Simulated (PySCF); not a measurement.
A PySCF script (with the pyscf-properties extension) for the NMR shieldings of `O[Si]1(O[SiH3])OCCO1`, C2H8O4Si2, on a GFN2-xTB geometry:

```python
import basis_set_exchange as bse
import numpy as np
from pyscf import gto, dft
from pyscf.prop import nmr

atoms = """
O    -0.148279    2.289849    1.364854
Si    0.026027    0.859963    0.635739
O     1.599929    0.645699    0.356558
Si    2.685459   -0.365233   -0.314062
O    -0.678588   -0.336818    1.497963
C    -1.622264   -1.028411    0.728366
C    -1.946049   -0.166516   -0.511386
O    -0.869804    0.705537   -0.720989
H     0.635271    2.767103    1.622108
H     3.928065    0.352938   -0.044868
H     2.400557   -0.509256   -1.741191
H     2.618255   -1.662466    0.360690
H    -1.192948   -1.990026    0.426244
H    -2.511630   -1.205502    1.336784
H    -2.085290   -0.778969   -1.404819
H    -2.846310    0.431052   -0.335921
"""
names = dict.fromkeys(["O", "Si", "C", "H"], "pcSseg-1")
basis = {el: gto.basis.parse(bse.get_basis(n, elements=[el], fmt="nwchem")) for el, n in names.items()}
mol = gto.M(atom=atoms, basis=basis, charge=0, verbose=0)
mf = dft.RKS(mol, xc="PBE0")
mf.grids.level = 2
mf.grids.alignment = dft.numint.BLKSIZE   # the property module wants whole blocks of grid points
mf.conv_tol = 1e-9
mf.kernel()

calc = nmr.RKS(mf)   # GIAO
C = mf.mo_coeff
Co = C[:, mf.mo_occ > 0]
resp = mf.gen_response(singlet=True, hermi=2)
def vind(x):   # induced exchange potential for any number of trial vectors
    d = np.einsum("pi,xij,qj->xpq", C, 2 * x.reshape(-1, C.shape[1], Co.shape[1]), Co, optimize=True)
    return np.einsum("xpq,pi,qj->xij", resp(d - d.transpose(0, 2, 1)), C, Co, optimize=True).ravel()
mo1, _ = nmr.rhf.solve_mo1(calc, with_cphf=vind)
sigma = calc.kernel(mo1)
for i, s in enumerate(sigma):   # ppm
    print("%2d %-2s %9.2f" % (i, mol.atom_pure_symbol(i), np.trace(s) / 3))
```

Question: What does it print?

Answer: 
```
 0 O     293.23
 1 Si    409.02
 2 O     298.66
 3 Si    388.91
 4 O     297.55
 5 C     120.62
 6 C     120.87
 7 O     299.01
 8 H      29.54
 9 H      26.70
10 H      26.58
11 H      26.56
12 H      27.48
13 H      27.53
14 H      27.59
15 H      27.45
```

These numbers come from an equivalent density-fitted implementation of the same equations, which agrees with the script to about 0.01 ppm for H and up to a few tenths of a ppm for heavy atoms, so last digits may differ.

Question: Turn these shieldings into chemical shifts. Scale: H2O for ¹⁷O (σ = 336.08 ppm); ²⁹Si (σ = 349.16 ppm) and ¹³C (σ = 186.93 ppm) and ¹H (σ = 31.72 ppm) against TMS (reference shieldings calculated alike).

Answer: Averaging equivalent atoms: O 0: 42.8; O 4/7: 37.8; O 2: 37.4; Si 3: -39.7; Si 1: -59.9; C 5/6: 66.2; H 9/10/11: 5.10; H 13/15: 4.23; H 12/14: 4.18; H 8: 2.18 ppm. Experimental scales use liquid or dissolved standards, which lie at an offset from isolated H2O (liquid H2O: subtract about 36 ppm).

Size and cost of the density-fitted run: 190 basis functions, 55 s wall time on 1 thread of an Arm Neoverse N1, shared host; peak memory 0.78 GiB.
